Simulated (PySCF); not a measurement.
**Spinor energies of Mo⁺ (molybdenum, charge +1)**

Start: [Kr] 4d4 5p1; 4d5/2 filled at m_j = -1/2, +1/2, +3/2, +5/2; 5p3/2 filled at m_j = +3/2. Calculated with PySCF 2.14 in x2c-TZVPall-2c (8s9p7d1f, 77 functions): generalised Hartree-Fock with the X2C-1e Hamiltonian and a Gaussian nucleus; one run each with spin-orbit coupling (SO) switched off, then screened by Boettger's factors. This is a chosen level, not necessarily the ground level.

```tsv
spinor shell	electrons	ε, spin-free (eV)	ε, screened SO (eV)	weight of nominal j (screened SO)	rms radius, screened SO (bohr)
1s1/2	2	-20119.1	-20118.1	1.000	0.0404
2s1/2	2	-2927.1	-2926.8	1.000	0.166
2p1/2	2	-2611.5	-2685.0	1.000	0.145
2p3/2	4	-2611.5	-2577.1	1.000	0.149
3s1/2	2	-540.39	-540.39	1.000	0.456
3p1/2	2	-434.14	-446.78	1.000	0.455
3p3/2	4	-434.14	-428.28	1.000	0.465
3d3/2	4	-261.23	-263.34	0.974	0.452
3d5/2	6	-261.23	-259.87	0.983	0.455
4s1/2	2	-90.842	-90.889	1.000	1.18
4p1/2	2	-59.423	-63.233	0.683	1.32
4p3/2	4	-59.423	-57.657	0.841	1.32
4d5/2	4	-20.557	-20.576	0.673	1.90
5p3/2	1	-9.710	-9.644	1.000	4.37
```

| quantity | spin-free | screened SO |
| --- | --- | --- |
| E (hartree) | -4045.52020 | -4045.99041 |
| M_J | 11/2 | 11/2 |
| ⟨J²⟩ | 35.761 | 35.761 |
| ⟨L²⟩ | 12.009 | 12.054 |
| ⟨S²⟩ | 8.752 | 8.738 |

Each row is a mean over spinors that exchange with the open shell spreads, by up to 8.609 eV (4p3/2).

Rows whose weight is well below 1 are mixtures of j = l ± 1/2: exchange outweighs spin-orbit coupling there, and the label is only the starting occupation.

Breit and QED terms are absent; they matter most for the inner s and p1/2 levels.

Densities and radii are taken from the X2C orbitals without a picture-change correction, which distorts them close to the nucleus.

Without spin-orbit coupling the j labels of p, d and f shells carry no meaning; the spin-free column gives the mean over the occupied spinors of each nl shell.
